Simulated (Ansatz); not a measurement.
Al7N7⁺. The state is a doublet with charge 1. Geometry r2SCAN-D4/def2-SVP, that of the neutral singlet; atoms count from 1.

| atom | x (Å) | y (Å) | z (Å) |
| --- | --- | --- | --- |
| Al1 | 2.2320 | 1.3393 | -2.0473 |
| Al2 | -1.6492 | 1.6182 | 2.9040 |
| Al3 | 0.6728 | 1.7310 | 0.1765 |
| Al4 | -1.0935 | 0.0414 | 1.0782 |
| Al5 | -0.1803 | -1.7714 | -0.5554 |
| Al6 | 1.5917 | -1.3018 | -2.5973 |
| Al7 | -2.4554 | -1.6870 | 2.2132 |
| N8 | 1.8418 | 2.5390 | -0.8491 |
| N9 | 2.5430 | 0.0368 | -3.1438 |
| N10 | -0.4007 | 1.7383 | 1.6687 |
| N11 | -2.4766 | 0.0763 | 2.5246 |
| N12 | 0.6033 | -2.5583 | -1.9110 |
| N13 | -1.2810 | -1.8677 | 0.9141 |
| N14 | 0.0520 | 0.0660 | -0.3756 |

Single mean-field runs in def2-TZVP are fitted with def2-universal-jkfit. The charge 1 doublet is spin-contaminated (final ⟨S²⟩ up to 0.94, 0.75 for a pure state).

Problem. Estimate the Mulliken populations from the PBE0/def2-TZVP orbitals of Ansatz.

Solution. 
```tsv
atom	charge (e)	spin (α − β)
Al1	0.45	-0.09
Al2	0.54	-0.18
Al3	0.40	-0.04
Al4	0.32	0.01
Al5	0.40	-0.04
Al6	0.45	-0.09
Al7	0.54	-0.18
N8	-0.31	0.45
N9	-0.26	0.29
N10	-0.27	0.09
N11	-0.32	-0.01
N12	-0.31	0.45
N13	-0.27	0.09
N14	-0.37	0.25
```
Mulliken values depend strongly on the basis.

Problem. Where does the spin sit?

Solution. Summed by element: Al -0.59, N 1.59, of 1 unpaired in all. Largest on single atoms: N8 0.45, N12 0.45, N9 0.29.

Problem. And the Mayer bond orders between heavy atoms (over 0.3)?

Solution. Al1–N8 1.45 (1.74 Å); Al1–N9 1.51 (1.73 Å); Al2–N10 1.38 (1.76 Å); Al2–N11 1.21 (1.79 Å); Al3–N8 1.32 (1.75 Å); Al3–N10 0.91 (1.84 Å); Al3–N14 0.93 (1.86 Å); Al4–N10 0.81 (1.93 Å); Al4–N11 0.68 (2.00 Å); Al4–N13 0.81 (1.93 Å); Al4–N14 0.86 (1.85 Å); Al5–N12 1.32 (1.75 Å); Al5–N13 0.91 (1.84 Å); Al5–N14 0.93 (1.86 Å); Al6–N9 1.51 (1.73 Å); Al6–N12 1.45 (1.74 Å); Al7–N11 1.21 (1.79 Å); Al7–N13 1.38 (1.76 Å).
